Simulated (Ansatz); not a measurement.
Geometry optimisation, DFT PBEsol, scalar-relativistic, plane waves, PAW (Ansatz 0.2.0).

Input file:

```yaml
crystal:
  lattice:
    - [-2.29, -3.966396, 0.0]
    - [3.435, -1.983198, 0.0]
    - [0.0, 0.0, 7.17686]
  atoms:
    - { symbol: Be, position: [0.75000007, 0.50000004, 0.0] }
    - { symbol: Be, position: [0.50000004, 0.33333336, 0.25] }
    - { symbol: Be, position: [0.75000007, 0.50000004, 0.5] }
    - { symbol: Be, position: [0.50000004, 0.33333336, 0.75] }
    - { symbol: Be, position: [0.50000003, 2.0e-08, 0.0] }
    - { symbol: Be, position: [0.25000004, 0.83333336, 0.25] }
    - { symbol: Be, position: [0.50000003, 2.0e-08, 0.5] }
    - { symbol: Be, position: [0.25000004, 0.83333336, 0.75] }
    - { symbol: Be, position: [0.25000003, 0.50000002, 0.0] }
    - { symbol: Be, position: [1.0e-08, 0.33333334, 0.25] }
    - { symbol: Be, position: [0.25000003, 0.50000002, 0.5] }
    - { symbol: Be, position: [1.0e-08, 0.33333334, 0.75] }
    - { symbol: Be, position: [0.0, 0.0, 0.0] }
    - { symbol: Be, position: [0.75000008, 0.83333338, 0.25] }
    - { symbol: Be, position: [0.0, 0.0, 0.5] }
    - { symbol: Be, position: [0.75000008, 0.83333338, 0.75] }
    - { symbol: B, position: [-0.00522854, 0.66531028, -0.12584028] }
basis:
  ecutwfc: 420.0
kpoints:
  mp_grid: { grid: [4, 4, 3] }
hamiltonian:
  xc: pbesol
scf:
  occupations: { method: fermi_dirac, width: 0.15 }
  lower_state_search: "off"
relax:
  f_tol: 0.03
  max_steps: 60
  adjacent_minimum: "off"
```

Run as:

```bash
$ ansatz run input.yaml --threads 1 --pin off --max-ram 3072MiB --backend cpu --events-out ev --progress --plain --runs-dir out
```

Question: Where does it end, and by what steps?

Answer: The forces met the threshold. The force dipped under the threshold on the way, but the program's further checks kept it going. Limits of this set-up: coarse k mesh, odd electron count without spin. After 24 steps the energy has fallen by 2.422 eV; B17 moved furthest, 0.96 Å. Joined: Be4–B17, Be11–B17.

| step | energy less start (eV) | largest force component (eV/Å) | accepted |
| --- | --- | --- | --- |
| 0 | 0.0000 | 2.934 | yes |
| 1 | -0.9639 | 1.573 | yes |
| 2 | -1.4721 | 0.222 | yes |
| 3 | -1.4365 | 0.364 | no |
| 4 | -1.5034 | 0.027 | yes |
| 5 | -1.5039 | 0.017 | yes |
| 6 | -1.5041 | 0.014 | yes |
| 7 | -1.5041 | 0.016 | yes |
| 8 | -1.5043 | 0.020 | yes |
| 9 | -1.5050 | 0.060 | yes |
| 10 | -1.4817 | 0.304 | no |
| 11 | -1.5150 | 0.124 | yes |
| 12 | -1.5361 | 0.249 | yes |
| 13 | -1.5453 | 0.744 | yes |
| 14 | -1.7527 | 0.881 | yes |
| 15 | -1.8877 | 0.528 | yes |
| 16 | -2.0687 | 0.338 | yes |
| 17 | -2.1811 | 0.286 | yes |
| 18 | -2.2296 | 0.494 | yes |
| 19 | -2.3403 | 0.207 | yes |
| 20 | -2.3412 | 0.612 | yes |
| 21 | -2.3809 | 0.220 | yes |
| 22 | -2.4094 | 0.220 | yes |
| 23 | -2.4220 | 0.042 | yes |
| 24 | -2.4224 | 0.012 | yes |

```xyz
17
Lattice="-2.2900 -3.9664 0.0000 3.4350 -1.9832 0.0000 0.0000 0.0000 7.1769" Properties=species:S:1:pos:R:3
Be -0.040 -4.105 -0.013
Be 0.015 -2.686 1.829
Be 0.115 -3.812 3.507
Be 0.314 -2.629 5.528
Be -1.117 -2.191 -0.057
Be 2.392 -2.754 1.851
Be -1.082 -2.016 3.651
Be 2.594 -2.759 5.358
Be 1.265 -2.326 0.243
Be 1.223 -0.758 1.892
Be 1.288 -1.729 3.958
Be 1.147 0.201 5.186
Be 0.081 -0.221 -0.049
Be 1.173 -4.647 1.736
Be -0.010 0.085 3.484
Be 0.710 -4.631 5.275
B 1.390 -1.339 -1.221
```

Whether the end is a true minimum wasn't checked by a vibrational analysis.

Run time: 3 min on 1 thread of Arm Neoverse V2 (shared host), peak memory 0.37 GiB.
